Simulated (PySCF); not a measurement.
C₅H₅N, charge -1, doublet (typed; the unrestricted solution is spin-contaminated), geometry from GFN2-xTB (a state made from the parent by changing its charge; the spin is typed, not shown lowest) (in this run its highest filled SCF level lies above zero, so its values depend strongly on the basis, on diffuse functions most of all); MP2/6-31G (PySCF).

Here is a job for PySCF.
```python
from pyscf import gto, scf, mp

mol = gto.Mole()
mol.atom = '''
    C    -0.469262    1.338670    0.044168
    C    -1.340633    0.231485   -0.156907
    C    -0.839808   -1.031425   -0.190982
    N     0.483385   -1.378957   -0.045497
    C     1.303472   -0.291274    0.147341
    C     0.906334    1.007443    0.197784
    H    -0.827529    2.360703    0.077889
    H    -2.410489    0.400801   -0.283336
    H    -1.503993   -1.885674   -0.345060
    H     2.358447   -0.551836    0.264637
    H     1.639251    1.799320    0.355927
'''
mol.basis = '6-31g'
mol.charge = -1
mol.spin = 1
mol.verbose = 4
mol.build()

mf = scf.UHF(mol)
mf.kernel()

pt = mp.MP2(mf, frozen=6)
pt.kernel()
print('E(MP2) = %.10f' % pt.e_tot)
```

### Question
Write the output that PySCF gives for this input, abridged.

### Answer

```
PySCF version 2.14.0

[INPUT] verbose = 4
[INPUT] num. atoms = 11
[INPUT] num. electrons = 43
[INPUT] charge = -1
[INPUT] spin (= nelec alpha-beta = 2S) = 1
[INPUT] symmetry False subgroup None
[INPUT] Mole.unit = angstrom
[INPUT] Symbol           X                Y                Z      unit          X                Y                Z       unit  Magmom
[INPUT]  1 C     -0.469262000000   1.338670000000   0.044168000000 AA   -0.886776660666   2.529719671172   0.083465423470 Bohr   0.0
[INPUT]  2 C     -1.340633000000   0.231485000000  -0.156907000000 AA   -2.533429203554   0.437443251945  -0.296511257027 Bohr   0.0
[INPUT]  3 C     -0.839808000000  -1.031425000000  -0.190982000000 AA   -1.587007117219  -1.949110768030  -0.360903674722 Bohr   0.0
[INPUT]  4 N      0.483385000000  -1.378957000000  -0.045497000000 AA    0.913465262723  -2.605851067552  -0.085976869489 Bohr   0.0
[INPUT]  5 C      1.303472000000  -0.291274000000   0.147341000000 AA    2.463205091039  -0.550428087207   0.278434136920 Bohr   0.0
[INPUT]  6 C      0.906334000000   1.007443000000   0.197784000000 AA    1.712723037382   1.903791356110   0.373757591821 Bohr   0.0
[INPUT]  7 H     -0.827529000000   2.360703000000   0.077889000000 AA   -1.563803170135   4.461082131439   0.147188878116 Bohr   0.0
[INPUT]  8 H     -2.410489000000   0.400801000000  -0.283336000000 AA   -4.555164036277   0.757404120452  -0.535427441230 Bohr   0.0
[INPUT]  9 H     -1.503993000000  -1.885674000000  -0.345060000000 AA   -2.842134863263  -3.563407420213  -0.652068896542 Bohr   0.0
[INPUT] 10 H      2.358447000000  -0.551836000000   0.264637000000 AA    4.456818909302  -1.042818905675   0.500091452427 Bohr   0.0
[INPUT] 11 H      1.639251000000   1.799320000000   0.355927000000 AA    3.097735439419   3.400222010452   0.672604550338 Bohr   0.0

nuclear repulsion = 204.608267747764
number of shells = 40
number of NR pGTOs = 152
number of NR cGTOs = 64
basis = 6-31g
ecp = {}

******** <class 'pyscf.scf.uhf.UHF'> ********
method = UHF
initial guess = minao
damping factor = 0
level_shift factor = 0
DIIS = <class 'pyscf.scf.diis.CDIIS'>
diis_start_cycle = 1
diis_space = 8
diis_damp = 0
SCF conv_tol = 1e-09
SCF conv_tol_grad = None
SCF max_cycles = 50
direct_scf = True
direct_scf_tol = 1e-13
number electrons alpha = 22  beta = 21
Set gradient conv threshold to 3.16228e-05
init E= -248.160473702125

cycle= 1 E= -246.441933203992  delta_E= 1.72  |g|= 0.301  |ddm|= 2.46
cycle= 2 E= -246.502155594823  delta_E= -0.0602  |g|= 0.142  |ddm|= 0.593
cycle= 3 E= -246.51306223146  delta_E= -0.0109  |g|= 0.0568  |ddm|= 0.236
cycle= 4 E= -246.516192317161  delta_E= -0.00313  |g|= 0.0215  |ddm|= 0.0999
cycle= 5 E= -246.516884243101  delta_E= -0.000692  |g|= 0.0133  |ddm|= 0.0416
cycle= 6 E= -246.517355621199  delta_E= -0.000471  |g|= 0.00552  |ddm|= 0.0472
cycle= 7 E= -246.517460513449  delta_E= -0.000105  |g|= 0.00358  |ddm|= 0.0224
cycle= 8 E= -246.517505011672  delta_E= -4.45e-05  |g|= 0.00299  |ddm|= 0.0118
cycle= 9 E= -246.517568497614  delta_E= -6.35e-05  |g|= 0.00239  |ddm|= 0.0194
cycle= 10 E= -246.517640795921  delta_E= -7.23e-05  |g|= 0.00165  |ddm|= 0.0289
cycle= 11 E= -246.517683533271  delta_E= -4.27e-05  |g|= 0.000876  |ddm|= 0.0304
cycle= 12 E= -246.517689611907  delta_E= -6.08e-06  |g|= 0.000494  |ddm|= 0.00896
cycle= 13 E= -246.517691305641  delta_E= -1.69e-06  |g|= 0.000299  |ddm|= 0.00426
cycle= 14 E= -246.517691801118  delta_E= -4.95e-07  |g|= 0.000119  |ddm|= 0.00276
cycle= 15 E= -246.517691844798  delta_E= -4.37e-08  |g|= 6.1e-05  |ddm|= 0.000797
cycle= 16 E= -246.517691855915  delta_E= -1.11e-08  |g|= 2.64e-05  |ddm|= 0.00044
cycle= 17 E= -246.517691857236  delta_E= -1.32e-09  |g|= 1.19e-05  |ddm|= 0.000109
cycle= 18 E= -246.517691857379  delta_E= -1.44e-10  |g|= 5.91e-06  |ddm|= 4.07e-05
Extra cycle  E= -246.517691857445  delta_E= -6.54e-11  |g|= 4.36e-06  |ddm|= 1.19e-05
converged SCF energy = -246.517691857445  <S^2> = 0.85533909  2S+1 = 2.1027022

******** <class 'pyscf.mp.ump2.UMP2'> ********
nocc = (np.int64(16), np.int64(15)), nmo = (58, 58)
frozen orbitals 6
E(UMP2) = -247.043117666399  E_corr = -0.525425808954005
E(SCS-UMP2) = -247.03242988507  E_corr = -0.514738027625291
E_corr(same-spin) = -0.133584165137902
E_corr(oppo-spin) = -0.391841643816103
E(MP2) = -247.0431176664
```
